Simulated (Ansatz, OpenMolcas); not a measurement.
**How basis sets differ on C2H8GaN (SMILES [CH3][Ga]([CH3])[NH2])**

C2H8GaN has 12 atoms, charge 0, and is taken as a singlet. SMILES: `[CH3][Ga]([CH3])[NH2]`. The coordinates come from a PBE0-D4/def2-TZVP relaxation.

```csv
atom,x (Å),y (Å),z (Å)
C,-0.4966,1.7951,-0.3831
Ga,-0.0788,-0.0979,-0.0520
C,1.4423,-0.7830,0.9894
N,-1.2068,-1.3332,-0.7791
H,-1.3899,1.9103,-0.9990
H,-0.6593,2.3233,0.5599
H,0.3361,2.2901,-0.8892
H,1.4143,-0.3972,2.0116
H,1.4434,-1.8733,1.0341
H,2.3877,-0.4567,0.5484
H,-2.0172,-1.1049,-1.3294
H,-1.0982,-2.3280,-0.6775
```

Quantity: the HOMO–LUMO gap, in eV. The values are calculated.

| level | kind | program | value (eV) |
| --- | --- | --- | --- |
| HF/ANO-RCC-MB (DKH2) | Hartree–Fock | OpenMolcas | 14.17 |
| HF/STO-3G | Hartree–Fock | OpenMolcas | 13.23 |
| HF/3-21G | Hartree–Fock | Ansatz | 13.24 |
| HF/ANO-S-VDZP (RICD fitting) | Hartree–Fock | OpenMolcas | 12.51 |
| HF/cc-pVDZ | Hartree–Fock | Ansatz | 13.37 |

All-electron rows without a relativistic Hamiltonian named are non-relativistic. The values span 12.51 to 14.17 eV. A Hartree–Fock LUMO above zero doesn't converge with the basis: it sinks as sets grow more diffuse. Orbital gaps aren't excitation energies.
